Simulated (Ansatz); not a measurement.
```yaml
atoms:
  - { symbol: C, position_ang: [0.0000, 0.0000, 0.0000] }
  - { symbol: C, position_ang: [0.8891, 0.8891, 0.8891] }
  - { symbol: C, position_ang: [0.8891, -0.8891, -0.8891] }
  - { symbol: C, position_ang: [-0.8891, 0.8891, -0.8891] }
  - { symbol: C, position_ang: [-0.8891, -0.8891, 0.8891] }
  - { symbol: H, position_ang: [0.2602, 1.5187, 1.5187] }
  - { symbol: H, position_ang: [1.5187, 0.2602, 1.5187] }
  - { symbol: H, position_ang: [1.5187, 1.5187, 0.2602] }
  - { symbol: H, position_ang: [0.2602, -1.5187, -1.5187] }
  - { symbol: H, position_ang: [1.5187, -0.2602, -1.5187] }
  - { symbol: H, position_ang: [1.5187, -1.5187, -0.2602] }
  - { symbol: H, position_ang: [-1.5187, 0.2602, -1.5187] }
  - { symbol: H, position_ang: [-1.5187, 1.5187, -0.2602] }
  - { symbol: H, position_ang: [-0.2602, 1.5187, -1.5187] }
  - { symbol: H, position_ang: [-1.5187, -1.5187, 0.2602] }
  - { symbol: H, position_ang: [-0.2602, -1.5187, 1.5187] }
  - { symbol: H, position_ang: [-1.5187, -0.2602, 1.5187] }
```

Basis set: 6-31G* (spherical functions). Frozen core: 5 orbitals. Charge 0, multiplicity 1.

Computed with Ansatz (development build ahead of 0.2.0); each method stands on the lowest determinant of its kind that the runs found. Restricted open shells among the atoms or ions are ROHF, correlated in semicanonical orbitals with singles.

The atomization energy at this shape (free ground-state atoms in the same class of orbitals less the molecule, no zero-point energy) of singlet C5H12:

```csv
method,atomization energy
RHF-MP2,1478.56 kcal/mol
```

Task: What does RHF give?

Result: 1234.80 kcal/mol.
